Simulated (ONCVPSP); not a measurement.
# What the settings do to the ONCV potential of hafnium (Hf)

Base potential:

ONCVPSP 4.0.1 input, shortened (lines: element, Z, core and valence counts, functional; n l f; lmax; l rc ep ncon nbas qcut; lloc lpopt rc5 dvloc0; l nproj debl; icmod fcfact rcfact), PBE, scalar-relativistic:

```
  Hf 72.00   10    4        4      upf
    1    0    2.00
    2    0    2.00
    2    1    6.00
    3    0    2.00
    3    1    6.00
    3    2   10.00
    4    0    2.00
    4    1    6.00
    4    2   10.00
    4    3   14.00
    5    0    2.00
    5    1    6.00
    5    2    2.00
    6    0    2.00
    2
    0    2.15    0.00    4    9    5.30
    1    1.45    0.00    4    7    6.80
    2    2.25    0.00    4    7    3.80
    4    5    1.05    1.00
    0    2    3.60
    1    2    0.50
    2    2    3.60
    3    3.25    1.10
```

In the p channel the program set the typed energies aside and used -1.307, 0.250 Ha.

All-electron outer shells of the reference configuration (PBE, scalar-relativistic, ld1.x):

| shell | level (eV) | outermost node (bohr) | outermost maximum (bohr) |
| --- | --- | --- | --- |
| 5s | -67.02 | 0.55 | 1.01 |
| 5p | -35.57 | 0.60 | 1.16 |
| 4f | -16.83 | – | 0.45 |
| 6s | -5.11 | 1.37 | 2.89 |
| 5d | -2.69 | 0.67 | 1.69 |

Cutoffs, loose and tight: the cutoffs (Ha) at which the residual kinetic energy of the hardest occupied pseudo-wave falls to 1 and 0.1 mHa per electron. They do not see the model core or the augmentation charge, which bear on the density cutoff. Test errors are all-electron minus pseudo excitation energies from the reference, over the configurations 5s2 5p6 5d2 6s1; 5s2 5p6 5d2 6s0; 5s2 5p6 5d1 6s0; 5s2 5p6 5d1 6s2 6p1. A dash means not determined; rows that change the core or the reference have their own tests. The largest error is taken over the tests solved by every variant that gives reliable tests at all: 5s2 5p6 5d1 6s2 6p1; 5s2 5p6 5d2 6s0; 5s2 5p6 5d2 6s1.

A true bound ghost makes a file unfit for plane-wave use even where its test errors are small: the radial tests pick states by their node count and pass the ghost by.

| change | outcome | cutoff, loose | cutoff, tight | bound ghosts | GHOST(+) flags above zero | largest test error (meV) |
| --- | --- | --- | --- | --- | --- | --- |
| base | generated, projector energies reset by the program | 26 Ha | 63 Ha | none | s, p, d | +10 |
| core correction none | generated, projector energies reset by the program | 26 Ha | 63 Ha | none | s, p, d | +12 |
| p: nproj 3 | generated, projector energies reset by the program | 26 Ha | 63 Ha | none | s, p, d | +10 |
| functional PBEsol | generated, projector energies reset by the program | 26 Ha | 63 Ha | none | s, p, d | +5.4 |
| s: rc 2.96 | generated, projector energies reset by the program | 26 Ha | 63 Ha | s | p, d | +16 |
| reference 5s2 5p6 5d2 6s1 | generated, projector energies reset by the program | 26 Ha | 63 Ha | s | p, d | +9.6 |
| s: nbas 8 | generated, projector energies reset by the program | 26 Ha | 63 Ha | none | s, p, d | +10 |
| local potential polynomial inside 1.40 bohr (lpopt 1, dvloc0 0 Ha) | generated, projector energies reset by the program | 26 Ha | 63 Ha | none | none | +9.9 |
| s: qcut 3.8; p: qcut 4.9; d: qcut 2.8 | generated, projector energies reset by the program | 60 Ha | 72 Ha | none | s, d | +13 |
